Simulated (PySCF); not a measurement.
C3H12Si3 (SMILES C1[SiH2]C[SiH2]C[SiH2]1), singlet, at a GFN2-xTB geometry, with bond 15-5 at 1.4 times its length; CASSCF(2,3)/STO-3G in PySCF.

Here is a job for PySCF.
```python
from pyscf import gto, scf, mcscf
import numpy

mol = gto.M(
    atom='''
C    -0.713552    1.302093   -1.060189
Si    1.082099    1.433380   -0.454087
C     1.782380   -0.317695   -0.225378
Si    0.742199   -1.436770    0.903629
C    -1.042503   -1.475596    0.253788
Si   -1.836815    0.236935    0.041029
H    -0.717104    0.892633   -2.070583
H    -1.137088    2.301729   -1.141498
H     1.891354    2.171990   -1.440481
H     1.129665    2.163567    0.820487
H     1.877677   -0.791304   -1.202710
H     2.793211   -0.248921    0.173064
H     1.302497   -2.800373    0.911680
H     0.764337   -0.921297    2.279773
H    -1.900112   -2.310908    1.197123
H    -1.059082   -1.995063   -0.704567
H    -2.007613    0.877617    1.352643
H    -3.165492    0.099222   -0.582722
''',
    basis='sto-3g',
    charge=0,
    spin=0,
    verbose=4,
)

mf = scf.RHF(mol)
mf.kernel()
mc = mcscf.CASSCF(mf, 3, 2)
mc.fix_spin_(ss=0.0)
mc.kernel()
occ = numpy.linalg.eigvalsh(mc.fcisolver.make_rdm1(mc.ci, mc.ncas, mc.nelecas))[::-1]
ss = mc.fcisolver.spin_square(mc.ci, mc.ncas, mc.nelecas)[0]
print('natural occupations', occ.round(4), ' <S^2>', round(ss, 4))
```

Output, abridged:

```
PySCF version 2.14.0

[INPUT] verbose = 4
[INPUT] num. atoms = 18
[INPUT] num. electrons = 72
[INPUT] charge = 0
[INPUT] spin (= nelec alpha-beta = 2S) = 0
[INPUT] symmetry False subgroup None
[INPUT] Mole.unit = angstrom
[INPUT] Symbol           X                Y                Z      unit          X                Y                Z       unit  Magmom
[...]
nuclear repulsion = 444.876153810974
number of shells = 36
number of NR pGTOs = 162
number of NR cGTOs = 54
basis = sto-3g
ecp = {}

******** <class 'pyscf.scf.hf.RHF'> ********
method = RHF
initial guess = minao
damping factor = 0
level_shift factor = 0
DIIS = <class 'pyscf.scf.diis.CDIIS'>
diis_start_cycle = 1
diis_space = 8
diis_damp = 0
SCF conv_tol = 1e-09
SCF conv_tol_grad = None
SCF max_cycles = 50
direct_scf = True
direct_scf_tol = 1e-13
Set gradient conv threshold to 3.16228e-05
Initial guess from minao.
init E= -975.77687261135
[...]
cycle= 1 E= -975.997705828118  delta_E= -0.221  |g|= 0.269  |ddm|= 4.71
[...]
cycle= 2 E= -976.029915072746  delta_E= -0.0322  |g|= 0.0755  |ddm|= 0.54
[...]
cycle= 3 E= -976.032377836783  delta_E= -0.00246  |g|= 0.0251  |ddm|= 0.148
[...]
cycle= 4 E= -976.032635726094  delta_E= -0.000258  |g|= 0.00256  |ddm|= 0.0495
[...]
cycle= 5 E= -976.032638372408  delta_E= -2.65e-06  |g|= 0.000744  |ddm|= 0.00451
[...]
cycle= 6 E= -976.032638644267  delta_E= -2.72e-07  |g|= 9.71e-05  |ddm|= 0.00146
[...]
cycle= 7 E= -976.03263865189  delta_E= -7.62e-09  |g|= 1.66e-05  |ddm|= 0.000271
[...]
cycle= 8 E= -976.032638652121  delta_E= -2.31e-10  |g|= 2.78e-06  |ddm|= 4.3e-05
[...]
Extra cycle  E= -976.032638652128  delta_E= -7.05e-12  |g|= 1.04e-06  |ddm|= 5.02e-06
converged SCF energy = -976.032638652128

******** <class 'pyscf.mcscf.mc1step.CASSCF'> ********
CAS (1e+1e, 3o), ncore = 35, nvir = 16
max_cycle_macro = 50
max_cycle_micro = 4
conv_tol = 1e-07
conv_tol_grad = None
orbital rotation max_stepsize = 0.02
orbital rotation threshold for CI restart = 0.01
augmented hessian ah_max_cycle = 30
augmented hessian ah_conv_tol = 1e-12
augmented hessian ah_linear dependence = 1e-14
augmented hessian ah_level shift = 1e-08
augmented hessian ah_start_tol = 2.5
augmented hessian ah_start_cycle = 3
augmented hessian ah_grad_trust_region = 3
kf_trust_region = 3
kf_interval = 4
ci_response_space = 4
ci_grad_trust_region = 3
with_dep4 0
natorb = False
canonicalization = True
sorting_mo_energy = False
ao2mo_level = 2
internal_rotation = False
******** <class 'pyscf.fci.addons.SpinPenaltyFCISolver'> ********
max. cycles = 50
conv_tol = 1e-08
davidson only = True
linear dependence = 1e-12
level shift = 0.001
max iter space = 12
nroots = 1
pspace_size = 400
spin = None
CASCI E = -976.035796165428  S^2 = 0.0000000
Set conv_tol_grad to 0.000316228
macro iter   1 ( 21 JK    4 micro), CASSCF E = -976.055407901431  dE = -1.96117360e-02  S^2 = 0.0000000
               |grad[o]|=0.00991  |grad[c]|=0.0276  |ddm|=0.0408  |maxRot[o]|=0.306
macro iter   2 ( 21 JK    4 micro), CASSCF E = -976.067162540746  dE = -1.17546393e-02  S^2 = 0.0000000
               |grad[o]|=0.0282  |grad[c]|=0.0281  |ddm|=0.0339  |maxRot[o]|=0.148
macro iter   3 ( 20 JK    4 micro), CASSCF E = -976.071550370153  dE = -4.38782941e-03  S^2 = 0.0000000
               |grad[o]|=0.0203  |grad[c]|=0.0114  |ddm|=0.0112  |maxRot[o]|=0.188
macro iter   4 ( 21 JK    4 micro), CASSCF E = -976.071889749550  dE = -3.39379397e-04  S^2 = 0.0000000
               |grad[o]|=0.00585  |grad[c]|=0.00103  |ddm|=0.00186  |maxRot[o]|=0.272
macro iter   5 ( 21 JK    4 micro), CASSCF E = -976.071924352838  dE = -3.46032882e-05  S^2 = 0.0000000
               |grad[o]|=0.00156  |grad[c]|=0.000259  |ddm|=0.00023  |maxRot[o]|=0.304
macro iter   6 ( 13 JK    3 micro), CASSCF E = -976.071936871125  dE = -1.25182861e-05  S^2 = 0.0000000
               |grad[o]|=0.00092  |grad[c]|=9.52e-05  |ddm|=0.00025  |maxRot[o]|=0.176
macro iter   7 (  3 JK    1 micro), CASSCF E = -976.071936883074  dE = -1.19492825e-08  S^2 = 0.0000000
               |grad[o]|=5.5e-05  |grad[c]|=1.91e-05  |ddm|=1.86e-05  |maxRot[o]|=0.00168
1-step CASSCF converged in   7 macro (120 JK  24 micro) steps
CASSCF canonicalization
Density matrix diagonal elements [1.91652670e+00 8.22375733e-02 1.23573100e-03]
CASSCF energy = -976.071936883074
CASCI E = -976.071936883074  E(CI) = -1.40386196842030  S^2 = 0.0000000
natural occupations [1.9165e+00 8.3400e-02 1.0000e-04]  <S^2> 0.0
```
